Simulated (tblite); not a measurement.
C₃H₁₂N₂Si₂.
Cartesian coordinates in Å at the GFN2-xTB level; atoms count from 1:
```
atom  x, y, z in Å
C1    -2.0749    2.1720   -0.8699
C2    -1.2058    1.1850   -1.0025
C3    -0.6523    0.3714    0.1187
Si4   -1.6467   -1.2697    0.2009
N5     0.7682    0.1638   -0.0863
Si6    1.7789   -0.8633    0.8446
N7     3.3487   -0.4966    0.2229
H8    -2.4550    2.7182   -1.7162
H9    -2.4484    2.4680    0.0972
H10   -0.8380    0.9059   -1.9815
H11   -0.8342    0.9093    1.0651
H12   -1.3769   -1.9496    1.4678
H13   -3.0647   -0.9039    0.1383
H14   -1.3004   -2.1204   -0.9359
H15    1.2141    1.0260   -0.3731
H16    1.8900   -0.5858    2.2840
H17    1.2921   -2.2349    0.6326
H18    3.4683   -0.5288   -0.7772
H19    4.1271   -0.9574    0.6632
```

Calculated harmonic vibrations of the isolated species, GFN2-xTB (tblite), most abundant isotopes, no scaling. This tight-binding method is rough: wavenumbers can miss measured ones by several per cent, in bad cases by 10 to 20. Modes of hydrogen on silicon can be 10 to 20 % off. One conformer, not necessarily the lowest.

Harmonic wavenumbers (cm⁻¹): 33.2, 65.0, 80.4, 121.4, 160.8, 196.7, 211.3, 243.4, 274.5, 327.0, 435.7, 518.3, 531.2, 538.0, 556.8, 576.6, 605.4, 620.9, 729.1, 737.4, 770.0, 777.6, 794.3, 817.8, 835.0, 874.7, 882.4, 909.1, 951.2, 1021.8, 1098.4, 1168.2, 1192.7, 1254.2, 1299.9, 1342.3, 1416.0, 1537.2, 1699.8, 2155.8, 2197.3, 2247.6, 2266.7, 2279.9, 2792.1, 3055.4, 3095.0, 3122.2, 3396.9, 3478.1, 3520.0.

A = 2748, B = 943.0, C = 744.9 MHz; mass 132.054 u (most abundant isotopes); point group C1, symmetry number 1.

Problem. Zero-point energy?

Solution. ½Σν̃ = 30906 cm⁻¹ = 88.36 kcal/mol.

Problem. Give the ideal-gas entropy at 400 K and 1 bar in the rigid-rotor, harmonic-oscillator model (classical rotation).

Solution. Translation 42.03, rotation 30.38, vibration 47.33: S = 119.7 cal/(mol K).

Problem. And Cp and H(400 K) − H(0)?

Solution. Cp = 54.28 cal/(mol K), of which vibrations give 46.33 (their classical limit is 51 R = 101.3); H(400 K) − H(0) = 12.87 kcal/mol without the zero-point energy, 9.69 from vibrations.

Problem. What must be added to the electronic energy to get the Gibbs energy at 400 K and 1 bar?

Solution. ZPE + [H(400 K) − H(0)] − T·S = 88.36 + 12.87 − 47.90 = 53.33 kcal/mol.

Problem. Which modes carry the vibrational entropy at 400 K?

Solution. 33.2 cm⁻¹: 6.21; 65.0 cm⁻¹: 4.88; 80.4 cm⁻¹: 4.46; 121.4 cm⁻¹: 3.65; 160.8 cm⁻¹: 3.10; 196.7 cm⁻¹: 2.72 cal/(mol K); the other 45 give 22.32 together.

Hindered rotation and anharmonicity are outside this model. Other conformers, if any are populated, would add a mixing term that is left out. The structure is chiral; the term R ln 2 for an equal mix with its mirror image is left out.

On one thread of an Arm Neoverse V1, shared host, this took 0.78 s of wall time. This covers the Hessian and the dipole derivatives.
